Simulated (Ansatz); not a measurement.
# A small benchmark: dipole moment

8 molecules with halogens; the dipole moment in D, computed less measured. Shapes, held fixed at every level: PBE0-D4/def2-TZVP. No vibrational averaging. Dipoles are compared by magnitude; molecules under 1 D, whose direction can flip, are left out. Programs: Ansatz 0.2.0. Measured values: NIST CCCBDB.

Levels: A = PBE-D4/def2-TZVPP; B = r2SCAN-D4/def2-TZVPP; C = B3LYP-D4/def2-TZVPP; D = wB97M-V/def2-TZVPP.

```
                         molecule  measured      A      B      C      D
       AsF3 (arsenic trifluoride)      2.59  -0.32  -0.28  -0.06  -0.06
          CH2F2 (difluoromethane)      1.97  -0.25  -0.17  -0.10  -0.11
    CHBrF2 (bromodifluoromethane)      1.50  -0.22  -0.14  -0.13  -0.13
   CHCl2F (dichlorofluoromethane)      1.29  -0.13  -0.06  -0.04  -0.04
        C2H3F3 (SMILES CC(F)(F)F)      2.32  -0.18  -0.09  -0.03  -0.04
             C2H5Br (bromoethane)      2.03  +0.04  +0.18  +0.10  +0.10
               C2H5F (SMILES CCF)      1.96  -0.21  -0.13  -0.09  -0.09
C4H9Cl (2-chloro-2-methylpropane)      2.13  -0.04  +0.10  +0.03  +0.03
```

Question: Sum up the errors.

Answer: 
```
               level                    kind  mean error  mean absolute error  worst case
   PBE-D4/def2-TZVPP                     GGA      -0.164                0.174        AsF3
r2SCAN-D4/def2-TZVPP                meta-GGA      -0.074                0.144        AsF3
 B3LYP-D4/def2-TZVPP           global hybrid      -0.040                0.073      CHBrF2
  wB97M-V/def2-TZVPP  range-separated hybrid      -0.042                0.075      CHBrF2
```

On this set B3LYP-D4/def2-TZVPP has the smallest mean absolute error and PBE-D4/def2-TZVPP the largest. PBE-D4/def2-TZVPP is too low in 7 of 8; r2SCAN-D4/def2-TZVPP is too low in 6 of 8; B3LYP-D4/def2-TZVPP is too low in 6 of 8; wB97M-V/def2-TZVPP is too low in 6 of 8. The smallest two are near a tie. Relativity is left out for As, Br. The set is small.
